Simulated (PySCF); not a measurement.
Worked example: chemical shift, span and skew from a shielding tensor

CH9NSi2, SMILES [Si@H](C)(N)[SiH3]. Atoms are numbered in the order given.

```xyz
13

C     -1.1666    -1.5674     0.5357
Si    -0.5562    -0.0269    -0.3461
N     -1.4002     1.3652     0.2772
Si     1.7877     0.1190    -0.1095
H     -2.2587    -1.6587     0.4314
H     -0.9255    -1.5282     1.6098
H     -0.6955    -2.4711     0.1187
H     -0.8736    -0.0891    -1.8084
H     -1.2928     1.5915     1.2611
H     -1.3760     2.2184    -0.2719
H      2.3257     1.3321    -0.8065
H      2.1479     0.2441     1.3420
H      2.5076    -1.0794    -0.6518
```

The structure is a stationary point at PBE0-D3(BJ)/def2-SVP. The structure was generated by enumeration; whether it is a known compound was not checked. Other conformers were not sampled.

GIAO shieldings from PySCF with PBE0/pcSseg-1, non-relativistic, no solvent. The symmetric part of the tensor of Si4 has the principal values 453.8, 459.1, 474.2 ppm. The same nucleus in TMS has σ = 352.7 ppm at this level (PySCF, at its B3LYP-D3(BJ)/def2-TZVP geometry).

Question: Work out the isotropic shielding, the ²⁹Si shift against TMS, the span and the skew.

Answer: 
σ(iso) = (σ11 + σ22 + σ33)/3 = 462.4 ppm. δ = σ(ref) − σ(iso) = 352.7 − (462.4) = -109.7 ppm.
Span Ω = σ33 − σ11 = 20.4 ppm. Skew κ = 3(σ(iso) − σ22)/Ω = 0.48. Tumbling in solution averages the tensor to δ; in a static solid the shielding alone would spread this spin-1/2 line over Ω.
